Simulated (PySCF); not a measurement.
A GIAO shielding run with PySCF (density fitting, non-relativistic, gas phase) on SMILES S[Si@H](CC#N)N, C$_{2}$H$_{6}$N$_{2}$SSi:

```
$ OMP_NUM_THREADS=1 python probes_run.py task.json out

{"job": {"kind": "nmr", "xc": "wB97X-D", "basis": "pcSseg-1", "pop": false}, "charge": 0, "multiplicity": 1}
N     -1.930147    -2.260698     0.542544
C     -1.694543    -1.143487     0.342047
C     -1.296433     0.223353     0.083697
Si     0.462589     0.275613    -0.648405
N      1.413658    -0.719597     0.379236
S      1.234380     2.269953    -0.664900
H     -1.309853     0.797123     1.024250
H     -1.998474     0.704947    -0.614917
H      0.365844    -0.074973    -2.096824
H      2.413174    -0.798998     0.228046
H      1.019551    -1.594666     0.714109
H      1.388853     2.316672     0.677650
```

Hardware: 1 thread of an Arm Neoverse V1, shared host.

(1) How large is the calculation?

(2) How long does it take, and how much memory does it need?

(3) And these other runs on the same molecule and hardware: GIAO shielding at B3LYP/pcSseg-1; GIAO shielding at B97-D/pcSseg-1; GIAO shielding at BLYP/pcSseg-1; GIAO shielding at BP86/pcSseg-1; GIAO shielding at HF/pcSseg-1; GIAO shielding at KT2/pcSseg-1?

Results:

(1) 62 electrons, 146 basis functions and 796 auxiliary functions.

(2) 18 s of wall time, with 14 SCF cycles and 6 response iterations; peak memory 0.81 GiB. Times on a shared host scatter by some tens of per cent.

(3) B3LYP/pcSseg-1: 146 functions, 14 s; B97-D/pcSseg-1: 146 functions, 20 s; BLYP/pcSseg-1: 146 functions, 20 s; BP86/pcSseg-1: 146 functions, 20 s; HF/pcSseg-1: 146 functions, 8.1 s; KT2/pcSseg-1: 146 functions, 20 s.
